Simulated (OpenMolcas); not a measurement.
## OpenMolcas run: Pt2+

Pt2+ with its 8 nearest fluoride ions at 2.334 Å, on the Sr site of SrF2 (a = 5.796 Å, distance in the model lattice 2.510 Å). The rest of the host is ab initio model potentials to 7.6 Å and point charges beyond; the distance is set by hand and nothing relaxes. Ligand basis ANO-RCC-VDZP.

Input, with the lattice sites abridged:

```
&GATEWAY
Basis set
Pt.ANO-RCC-VTZP.
Pt1 0.0 0.0 0.0 Angstrom
End of basis
Basis set
F.ANO-RCC-VDZP.
L1 1.347536 1.347536 1.347536 Angstrom
L2 1.347536 1.347536 -1.347536 Angstrom
L3 1.347536 -1.347536 1.347536 Angstrom
L4 1.347536 -1.347536 -1.347536 Angstrom
End of basis
Basis set
Sr.EMB-AIMP.Pascual.0s.0s.ECP.SrF2.
PseudoCharge
* 21 symmetry-unique lattice sites within 7.6 angstrom
End of basis
Basis set
F.EMB-AIMP.Pascual.0s.0s.ECP.SrF2.
PseudoCharge
* 40 symmetry-unique lattice sites within 7.6 angstrom
End of basis
Symmetry
XYZ
AngMom=0.0 0.0 0.0
AMFI
RICD
XField
1348 Angstrom 0
* Evjen-weighted lattice charges
&SEWARD
* reference wave functions (RASSCF and RASSI steps not shown): 8 electrons in 5 orbitals (5d)
>>> COPY JOB001 $Project.JobIph
&CASPT2
Multistate=10 1 2 3 4 5 6 7 8 9 10
NoMult
Frozen=18 20
IPEA=0.25
Imaginary=0.1
MaxIter=60
WThr=0.0 0.3 0.05
PrWF=0.5
NoMix
>>> COPY JOB002 $Project.JobIph
&CASPT2
Multistate=15 1 2 3 4 5 6 7 8 9 10 11 12 13 14 15
NoMult
Frozen=18 20
IPEA=0.25
Imaginary=0.1
MaxIter=60
WThr=0.0 0.3 0.05
PrWF=0.5
NoMix
```

Launched by
```bash
OMP_NUM_THREADS=1 MOLCAS_MEM=2457 MOLCAS_PROJECT=a pymolcas a.inp > a.log  # once for each step of the input, in one work folder
```

Output, cut to the results:

```
--- CASPT2 ---
Orbital specifications:
      -----------------------

      Symmetry species                           1   2
                                                ag  au
      Frozen orbitals                           18  20
      Inactive orbitals                         17  19
      Active orbitals                            5   0
      Secondary orbitals                        58  59
      Deleted orbitals                           0   0
      Number of basis functions                 98  98
Type of calculation                        SS-CASPT2
      Fock operator                              state-specific
      IPEA shift                                 0.25
      Real shift                                 0.00
      Imaginary shift                            0.10
      The input orbitals will be transformed to quasi-canonical
Reference energy:      -19194.0355972001
      E2 (Non-variational):      -2.1438156364
      Shift correction:          -0.0013459026
      E2 (Variational):          -2.1451615390
      Total energy:          -19196.1807587391
      Residual norm:              0.0000005781
      Reference weight:           0.67249
      Contributions to the CASPT2 correlation energy
      Active & Virtual Only:         -0.1842683702
      One Inactive Excited:          -0.2616391072
      Two Inactive Excited:          -1.6979081590
Reference energy:      -19194.0355972001
      E2 (Non-variational):      -2.1430760476
      Shift correction:          -0.0013401368
      E2 (Variational):          -2.1444161844
      Total energy:          -19196.1800133845
      Residual norm:              0.0000005654
      Reference weight:           0.67277
      Contributions to the CASPT2 correlation energy
      Active & Virtual Only:         -0.1839245571
      One Inactive Excited:          -0.2614377586
      Two Inactive Excited:          -1.6977137319
::    CASPT2 Root  1     Total energy: -19196.18075874
::    CASPT2 Root  2     Total energy: -19196.18001338
::    CASPT2 Root  3     Total energy: -19196.18012285
::    CASPT2 Root  4     Total energy: -19196.14304276
::    CASPT2 Root  5     Total energy: -19196.14401585
::    CASPT2 Root  6     Total energy: -19196.14217126
::    CASPT2 Root  7     Total energy: -19196.09653659
::    CASPT2 Root  8     Total energy: -19196.10941947
::    CASPT2 Root  9     Total energy: -19196.10938458
::    CASPT2 Root 10     Total energy: -19196.10849997
--- CASPT2 ---
Orbital specifications:
      -----------------------

      Symmetry species                           1   2
                                                ag  au
      Frozen orbitals                           18  20
      Inactive orbitals                         17  19
      Active orbitals                            5   0
      Secondary orbitals                        58  59
      Deleted orbitals                           0   0
      Number of basis functions                 98  98
Type of calculation                        SS-CASPT2
      Fock operator                              state-specific
      IPEA shift                                 0.25
      Real shift                                 0.00
      Imaginary shift                            0.10
      The input orbitals will be transformed to quasi-canonical
Reference energy:      -19193.9808132217
      E2 (Non-variational):      -2.1604772635
      Shift correction:          -0.0014272210
      E2 (Variational):          -2.1619044845
      Total energy:          -19196.1427177061
      Residual norm:              0.0000007230
      Reference weight:           0.66855
      Contributions to the CASPT2 correlation energy
      Active & Virtual Only:         -0.1906898698
      One Inactive Excited:          -0.2693026087
      Two Inactive Excited:          -1.7004847850
Reference energy:      -19193.9808132216
      E2 (Non-variational):      -2.1607336163
      Shift correction:          -0.0014365980
      E2 (Variational):          -2.1621702144
      Total energy:          -19196.1429834359
      Residual norm:              0.0000006211
      Reference weight:           0.66841
      Contributions to the CASPT2 correlation energy
      Active & Virtual Only:         -0.1907920656
      One Inactive Excited:          -0.2693929738
      Two Inactive Excited:          -1.7005485770
::    CASPT2 Root  1     Total energy: -19196.14271771
::    CASPT2 Root  2     Total energy: -19196.14298344
::    CASPT2 Root  3     Total energy: -19196.14273492
::    CASPT2 Root  4     Total energy: -19196.13933126
::    CASPT2 Root  5     Total energy: -19196.13950674
::    CASPT2 Root  6     Total energy: -19196.09788607
::    CASPT2 Root  7     Total energy: -19196.09693108
::    CASPT2 Root  8     Total energy: -19196.09829698
::    CASPT2 Root  9     Total energy: -19196.09940203
::    CASPT2 Root 10     Total energy: -19196.08651831
::    CASPT2 Root 11     Total energy: -19196.08596308
::    CASPT2 Root 12     Total energy: -19196.08451015
::    CASPT2 Root 13     Total energy: -19196.05012268
::    CASPT2 Root 14     Total energy: -19196.05020118
::    CASPT2 Root 15     Total energy: -19195.98231733
```

Spin-orbit levels above the lowest (labels of O, the rotations of Oh), with the averaged single-state CASPT2 energies on the diagonal:

```
E (cm-1)  Degeneracy  Label      2S+1
       0           1     A1         3
    1930           3     T1         3
    3630           2      E         3
    6780           3     T2  3 (88 %)
    8460           3     T2  3 (54 %)
   11890           2      E  1 (56 %)
   15790           3     T1         3
   17840           1     A2         3
   18440           3     T2  3 (87 %)
   18650           2      E         3
   21580           1     A1  3 (65 %)
   23350           3     T2  3 (51 %)
   25060           3     T2  3 (54 %)
   25130           3     T1         3
   25280           2      E  3 (51 %)
   27750           1     A1  1 (74 %)
   29040           3     T1         1
   33110           3     T2  3 (67 %)
   38860           2      E  1 (84 %)
   54830           1     A1  1 (87 %)
```

Roots that are degenerate in the reference are averaged as groups; the widest CASPT2 spread within a group is 440 cm-1 (the 3-fold group of multiplicity 1 near 20800 cm-1 above the lowest state of its run). Shifts and gaps below about the spread of the groups concerned are not significant. Over all roots computed the reference weight is 0.67 to 0.68; a low but even weight reflects the number of correlated electrons. Real 4d8 and 5d8 ions are as a rule square planar and diamagnetic. Ligand-to-metal charge-transfer states are missing. With no ligand orbital active B as a rule stays too high, so bands that hang on it stand too high and its fall with covalency is understated. With one d shell and no ligand orbital active, 10Dq can be off by a tenth or more. Free-ion shares, where given, are those of the reference states; single-state CASPT2 does not remix them. No measured value stands beside these numbers; the geometry was set by hand and not optimised.

The CASPT2 steps took 4.8 min on 1 thread of Intel(R) Xeon(R) Platinum 8488C (Sapphire Rapids), with other jobs on the host; the integral step is not counted.
